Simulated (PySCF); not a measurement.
**Aluminium: a sound run and one with changed settings**

Sound run: Al⁺ [Ne] 3s2, Al²⁺ [Ne] 3s1. Computed with PySCF 2.14 in cc-pV(D+d)Z, with no relativity, point nucleus. The sound run starts from symmetry-adapted Hartree-Fock orbitals and uses a fine grid where one is needed.

Changed run: 26 angular points. This setting is unsound on purpose.

```tsv
species	method	sound run (hartree)	changed run (hartree)	converged
Al⁺	UHF	-241.66833	-241.66833	yes
Al⁺	TPSS	-242.15027	-242.15027	yes
Al⁺	PBE0	-242.02225	-242.02225	yes
Al²⁺	UHF	-241.02361	-241.02361	yes
Al²⁺	TPSS	-241.46471	-241.46471	yes
Al²⁺	PBE0	-241.33536	-241.33536	yes
```

Ionisation energy of Al⁺:

```
method  sound run (eV)  changed run (eV)
   UHF          17.544            17.544
  TPSS          18.655            18.655
  PBE0          18.691            18.691
```

Here the setting changes nothing at the digits shown.

For comparison, NIST gives 18.829 eV between the lowest levels.
